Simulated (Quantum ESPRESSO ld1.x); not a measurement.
The numbers below are computed, except where a source is named.
Initial-state core-level shifts of the titanium ion Ti+ when its valence configuration changes from [Ar] 3d2 4s1. Code: ld1.x of Quantum ESPRESSO 7.5. Model: non-relativistic Kohn-Sham, revPBE, spin-unpolarised, spherical densities, point nucleus. Shifts are changes of the shell-averaged eigenvalues in eV (positive: less bound).

valence	1s	2s	2p	3p
4s1 4p2	-15.633	-17.855	-17.662	-13.989
3d2 4p1	-1.223	-1.180	-1.181	-1.204
3d1 4s2	-6.010	-6.983	-6.898	-5.507
4s1.5 4p1.5	-15.075	-17.294	-17.103	-13.458
3d3	+4.442	+5.136	+5.071	+4.336
3d1.5 4s1 4p0.5	-3.443	-3.881	-3.841	-3.237
3d1 4s1 4p1	-7.222	-8.182	-8.094	-6.681
3d0.5 4s1 4p1.5	-11.296	-12.852	-12.714	-10.278
3d1.5 4s1.5	-2.825	-3.278	-3.237	-2.634
